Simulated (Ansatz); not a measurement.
Relaxation of BCl3H (5 atoms, charge 0, multiplicity 2), to a largest force component of 0.03 eV/Å in at most 50 steps.

Method: UHF/def2-SVP (Ansatz 0.2.0).

```xyz
5
Properties=species:S:1:pos:R:3:forces:R:3
B 0.031 0.000 -0.086 0.01 0.00 1.41
Cl 0.016 0.000 1.732 0.01 0.00 -1.48
Cl 1.547 0.000 -0.935 0.00 0.00 -0.04
H -1.008 0.000 -0.653 -0.02 0.00 -0.06
Cl -0.005 0.000 4.977 0.00 0.00 0.17
```

Task: Where does it end, and by what steps?

Result: It converged. After 6 steps the energy has fallen by 0.091 eV; Cl5 moved furthest, 0.53 Å.

| step | energy less start (eV) | largest force component (eV/Å) | accepted |
| --- | --- | --- | --- |
| 0 | 0.0000 | 1.478 | yes |
| 1 | -0.0370 | 0.858 | yes |
| 2 | -0.0765 | 0.117 | yes |
| 3 | -0.0815 | 0.160 | yes |
| 4 | -0.0890 | 0.116 | yes |
| 5 | -0.0907 | 0.038 | yes |
| 6 | -0.0910 | 0.018 | yes |

```xyz
5
Properties=species:S:1:pos:R:3
B 0.008 0.000 -0.194
Cl -0.156 0.000 1.547
Cl 1.589 0.000 -0.944
H -0.965 0.000 -0.874
Cl 0.104 0.000 5.499
```

Run time: 11 s on 1 thread of AMD EPYC 9R45 96-Core Processor (Zen 5) (shared host), peak memory 0.22 GiB.
